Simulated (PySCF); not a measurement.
## RhO₂⁺: from structure and modes to constants

Computed with PySCF, UB3LYP, basis Rh def2-TZVP with ECP28, O def2-TZVP (scalar-relativistic core potentials, no spin–orbit coupling, density fitting).

The quintet minimum has Cs symmetry. Masses (u): Rh 102.90550, O 15.99492.

```xyz
3
charge 1 multiplicity 5, angstrom
Rh   -0.0873    0.0000   -0.6463
O     0.5951    0.0000    2.5933
O    -0.0336    0.0000    1.5650
```

Harmonic wavenumbers (cm⁻¹): 111.4 (a', ×1), 187.8 (a', ×1), 1598.5 (a', ×1).

Problem. Find the principal moments of inertia and the rotational constants. What kind of rotor is it?

Solution. About the centre of mass I = 1.7893, 194.41, 196.2 u Å². With B = 16.8576/I this gives 9.421, 0.08671, 0.08592 cm⁻¹. The molecule is an asymmetric top with κ = -1.00.

Problem. Give the standard entropy (298.15 K, 1 bar) by its translational, rotational, vibrational and spin parts, and Cp.

Solution. Sackur–Tetrode with M = 134.90 u gives 170.0; rotation with symmetry number 1 gives 94.8; vibration 23.0; spin R ln 5 = 13.4. The total is 301.2 J/(mol K), and Cp = 4 R + 16.1 = 49.4 J/(mol K).

Other isomers or separated fragments may lie lower. Other spin states or occupations of the open shell can lie lower.
